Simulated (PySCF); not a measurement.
From one molecule to another.

First species: C4H11NO3Si.
Z-matrix (Å and degrees, GFN2-xTB geometry), rows numbered from 1:
```
C 
C   1  1.5203
O   2  1.4401  1  107.12
C   3  1.3161  2  117.55  1  -163.82
O   4  1.1963  3  127.77  2     4.03
O   2  1.3684  1  111.75  3   118.17
Si  6  1.6408  2  126.91  1   111.58
C   7  1.8942  6  102.59  2   163.21
N   7  1.7213  6  108.33  2    36.91
H   1  1.0858  2  110.13  3    59.39
H   1  1.0862  2  109.09  3   -60.95
H   1  1.0856  2  108.78  3   179.80
H   2  1.0998  1  111.05  3  -117.35
H   4  1.1043  3  108.59  2  -176.98
H   7  1.4684  6  108.87  2   -76.91
H   8  1.0852  7  110.02  6   172.61
H   8  1.0847  7  112.03  6    52.84
H   8  1.0867  7  111.61  6   -67.90
H   9  1.0061  7  120.07  6   173.24
H   9  1.0120  7  116.97  6    35.58
```

Second species: C4H12ClNSi3.
InChI=1S/C4H12ClNSi3/c1-4(2)9(5)3-8-6(9)7/h1,3,8H2,2,7H3/t9-/m0/s1

Levels: PBE0/pcSseg-1 for HOMO energy, LUMO energy and HOMO–LUMO gap. Geometries: GFN2-xTB. Each structure is a single optimised conformer of the isolated species, non-relativistic unless stated. Electronic properties by PySCF.

Dipoles, sizes and rotational constants follow the conformer. The torsions of the flexible species, by atom-mapped SMILES:
- `[CH2:1]=[C:2]([CH3:3])[Si@:4]1([Cl:5])[CH2:6][SiH2:7][N:8]1[SiH3:9]`: C1–C2–Si4–Cl5 10°

The conformers of `C[C@@H](OC=O)O[Si@H](C)N` aren't listed.

Values for the first species:

| Item | Value |
| --- | --- |
| HOMO energy | -7.15 eV |
| LUMO energy | 0.05 eV |
| HOMO–LUMO gap | 7.20 eV |

Question: Estimate the same properties for the second species, and the change in each.

Answer: 
```json
{"property": "HOMO energy", "first": "-7.15 eV", "second": "-7.49 eV", "second less first": "-0.34 eV"}
{"property": "LUMO energy", "first": "0.05 eV", "second": "-0.74 eV", "second less first": "-0.79 eV"}
{"property": "HOMO–LUMO gap", "first": "7.20 eV", "second": "6.75 eV", "second less first": "-0.45 eV"}
```

